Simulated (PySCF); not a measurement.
C₄H₃S, SMILES s1[c]ccc1, multiplicity 2.

Coordinates come from a PBE-D3(BJ)/def2-SVP optimisation. The isomer is the one that the SMILES or the coordinates give; other isomers of the formula were not compared.

The numbers are results of PySCF 2.14.0 with PBE-D3(BJ)/def2-SVP, not measurements.

Frequencies are harmonic and unscaled.

Computed vibrational spectrum:
```
mode  ν (cm⁻¹)  IR (km/mol)  moving atoms (share of kinetic energy)
----  --------  -----------  --------------------------------------
1          349          4.2                  C 69 %, H 20 %, S 11 %
2          508          2.2                          C 73 %, H 23 %
3          595          0.4                          S 51 %, C 46 %
4          648         59.5                          H 78 %, C 22 %
5          709          0.4                          C 69 %, S 23 %
6          748         20.1                          H 75 %, C 25 %
7          809          9.4                          C 76 %, H 17 %
8          837         17.4                  C 79 %, S 11 %, H 10 %
9          868          0.4                          H 75 %, C 25 %
10        1016          1.1                          H 59 %, C 41 %
11        1045          2.1                           H 91 %, C 8 %
12        1167         16.6                          H 70 %, C 30 %
13        1298          0.3                          C 65 %, H 35 %
14        1415         12.1                                  C 97 %
15        1520          1.2                          C 90 %, H 10 %
16        3138          1.4                           H 92 %, C 8 %
17        3161          0.2                           H 91 %, C 9 %
18        3182          1.3                           H 91 %, C 9 %
```
